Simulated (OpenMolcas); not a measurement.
**Pr4+: ligand-field states by method**

Pr4+ with 6 ligands (chloride) in trigonal antiprismatic coordination (D3d) at 2.61 Å, a polar angle of 53.6° against the regular 54.74°. A charge of +0.333 e stands 2.8 Å behind each ligand. Ligand basis ANO-RCC-VDZP.

```yaml
Program: OpenMolcas
Basis: ANO-RCC-VDZP [7s6p4d2f1g]
Scalar_Hamiltonian: DKH2, point nucleus
Active_space: 1 electron in 7 orbitals (4f)
State_averaging: 2S+1 = 2 odd, 7 roots
Spin-orbit_coupling: RASSI with atomic mean-field integrals over the reference wave functions
```

I. CASSCF
II. SS-CASPT2, IPEA 0.25 Eh, imaginary shift 0.1 Eh (closed shells correlated: 5s 5p and the ligand valence shells)

Spin-free states (labels of D3, the rotations of D3d) in cm-1, each column counted from its own energy of the first state listed:

```
State  Degeneracy     I    II
  2A2           1     0     0
  2A1           1   625   800
   2E           2   705   640
  2A2           1  1809  2260
   2E           2  1942  2280
```

From I to II, I's first state of the same spin (2A1) moves from 625 to 800 cm-1, by about +170 cm-1. In II another state of that kind comes below it.

With spin-orbit coupling the lowest J multiplet is 1023 (I), 1200 (II) cm-1 wide, a factor of 1.17 from I to II.

χT at 300 K: I 0.40, II 0.36 cm3 K/mol.

Roots that are degenerate in the reference are averaged as groups; the widest CASPT2 spread within a group is 21 cm-1 (the 2-fold group of multiplicity 2 near 2280 cm-1 above the lowest state of its run, II). Shifts and gaps below about the spread of the groups concerned are not significant. Over all roots computed the reference weight is 0.66 in II; a low but even weight reflects the number of correlated electrons. Splittings of an f shell from a small cluster at a set distance can be off by tens of per cent, mostly too small (holds for II). No measured value stands beside these numbers; the geometry was imposed, not optimised, and the real ion may take another.
